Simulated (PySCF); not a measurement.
**BrWN, broken-symmetry Ms = 0: data card**

Method: UPBE0/[W def2-TZVP with ECP60, N def2-TZVP, Br def2-TZVP], scalar-relativistic core potentials, density fitting, no spin–orbit coupling, PySCF.

The structure is a minimum.

Z-matrix (Å, degrees; charge 0 multiplicity 1):
```
W
N  1 1.6496
Br 1 2.4005 2 107.24
```

```json
{
  "Point group": "Cs",
  "Bond lengths": "W–Br 2.400 Å, W–N 1.650 Å",
  "Bond angles": "Br–W–N 107.2°",
  "Lowest empty level (β)": "-3.27 eV",
  "Dipole moment": "3.89 D",
  "Enthalpy at 298.15 K above 0 K": "12.61 kJ/mol",
  "Entropy at 298.15 K and 1 bar": "306.1 J/(mol K)",
  "Rotational symmetry number": "1",
  "Principal polarisabilities": "66.1, 67.6, 92.9 bohr³",
  "Highest occupied level (β)": "-6.57 eV",
  "Heat capacity Cp at 298.15 K": "49.1 J/(mol K)",
  "Spin squared ⟨S²⟩": "0.953",
  "Rotational constants": "0.5455, 0.04961, 0.04548 cm⁻¹",
  "Zero-point energy": "9.8 kJ/mol",
  "Atomisation energy without zero-point energy": "933 kJ/mol",
  "Principal quadrupole moments (Buckingham, traceless) about the centre of mass": "-8.54, 0.34, 8.20 D Å"
}
```

Harmonic modes (masses in u: W 183.951, N 14.003, Br 78.918):
```
ω (cm⁻¹)  IR (km/mol)     type
     203          3.4     bend
     277         30.9    mixed
    1164         73.3  stretch
```

Charges (e):
| atom | Mulliken | Löwdin | polar tensor | spin (Mulliken) | Mayer order to W1 |
| --- | --- | --- | --- | --- | --- |
| W1 | 0.65 | 0.20 | 1.04 | 0.00 | – |
| N2 | -0.35 | -0.28 | -0.58 | 0.00 | 2.99 |
| Br3 | -0.30 | 0.08 | -0.45 | 0.00 | 1.14 |

Mulliken populations on W1 (electrons outside its core potential): s 2.82, p 6.24, d 4.24, f 0.05.

The determinant is spin-contaminated (⟨S²⟩ = 0.95, pure value 0.00). The spin densities have lower symmetry than the nuclear frame, so modes carry no symmetry labels. Only a few start shapes were tried, so a lower isomer may exist. At this level a triplet minimum of Cs symmetry lies 30 kJ/mol below this structure. No spin–orbit coupling is included, which matters more the heavier the element.

The final relaxation and frequency run took 35 s on 4 threads of a shared AMD EPYC 9R45 96-Core (Zen 5) host, with 119 basis functions and 16 gradients; the process peaked at 1.3 GiB.
